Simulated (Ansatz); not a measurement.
Two members of one family (Series BMe2X), computed with Ansatz in the gas phase. Binding counts from free atoms in the multiplicity of their measured ground term, without zero-point energy. The structures are stationary points that may keep the symmetry of their start.

First: BMe2(OH) (singlet, charge 0, PBE0-D4/def2-SVP geometry).

```xyz
11

B     0.064   -0.378   -0.120
C     0.261    0.582   -1.352
H    -0.561    1.311   -1.443
H     0.367    0.039   -2.302
H     1.178    1.181   -1.202
C    -0.337    0.174    1.308
H    -0.319   -0.575    2.116
H    -1.358    0.592    1.265
H     0.315    1.012    1.604
O     0.256   -1.707   -0.335
H     0.134   -2.232    0.462
```

```tsv
level	HOMO (eV)	LUMO (eV)	gap (eV)	binding per atom (eV)
PBE-D4/def2-TZVP	-6.95	-0.34	6.61	4.19
B97M-V/def2-TZVP	-7.36	0.06	7.42	4.14
PBE0-D4/def2-SVP	-8.29	0.88	9.17	4.18
CAM-B3LYP-D4/def2-TZVP	-9.86	1.35	11.21	4.15
ωB97X-V/def2-TZVP	-10.85	2.42	13.28	4.12
```

Second: BMe2(CCH) (singlet, charge 0, PBE0-D4/def2-SVP geometry).

```xyz
12

B    -0.026    0.064   -0.001
C    -1.494    0.290   -0.509
H    -1.412    0.406   -1.609
H    -1.950    1.217   -0.132
H    -2.167   -0.563   -0.339
C     0.872    1.260    0.477
H     0.717    1.327    1.572
H     0.566    2.232    0.059
H     1.950    1.104    0.327
C     0.545   -1.359    0.029
C     0.999   -2.491    0.053
H     1.400   -3.487    0.073
```

Question: What does the change do? Estimate second minus first.

Answer: 
```
                 level  Δ HOMO (eV)  Δ LUMO (eV)  Δ gap (eV)  Δ binding per atom (eV)
      PBE-D4/def2-TZVP         0.43        -2.04       -2.47                     0.25
      B97M-V/def2-TZVP         0.60        -2.08       -2.67                     0.22
      PBE0-D4/def2-SVP         0.62        -2.22       -2.84                     0.24
CAM-B3LYP-D4/def2-TZVP         0.75        -1.66       -2.41                     0.20
     ωB97X-V/def2-TZVP         0.74        -1.66       -2.40                     0.20
```
